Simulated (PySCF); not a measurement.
Bond stretch in SMILES [GaH3] (H3Ga). The Ga1–H4 bond (Ga1 also carries H, H; H4 carries nothing else) is varied alone, starting from the PBE0/def2-TZVP optimised geometry.

Calculation: CCSD(T) on UHF/cc-pVDZ, 9 core orbitals frozen (PySCF).

Question: Relative to R = 1.57 Å, what are the energies at R = 1.34, 1.74, 2.34, 2.62 Å?

Answer: 19.3 mEh at 1.34 Å, 5.8 mEh at 1.74 Å, 61.1 mEh at 2.34 Å, 85.5 mEh at 2.62 Å.

The unrestricted determinant behind UCCSD(T) is spin-contaminated at 2.34 to 5.51 Å (<S²> up to 1.0, against 0.00 for a pure singlet).
